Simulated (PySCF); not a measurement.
Electron correlation in Os (osmium, neutral)

[Xe] 4f14 5d6 6s1 6p1, one real determinant (an excited configuration). Computed with PySCF 2.14 in aug-cc-pVDZ-PP with ECP60MDF (5s5p4d2f, 54 functions), with a scalar-relativistic core potential. Frozen: 5s2 5p6; 8 electrons correlated.

```
  level  correlation energy (mhartree)
   CCSD                        -120.89
    (T)                          -3.47
CCSD(T)                        -124.36
```

Diagnostics: T1 = 0.010, D1 = 0.0276, largest double amplitude 0.065.

The real determinant used has ⟨L²⟩ near 8 against 12 for a pure F term, so it mixes terms. Spin-orbit coupling, absent here, splits the open shell strongly.

Cost of the coupled-cluster step: roughly 4 core-seconds, for 8 correlated electrons.

The reference is one real determinant that mixes LS terms of this configuration.
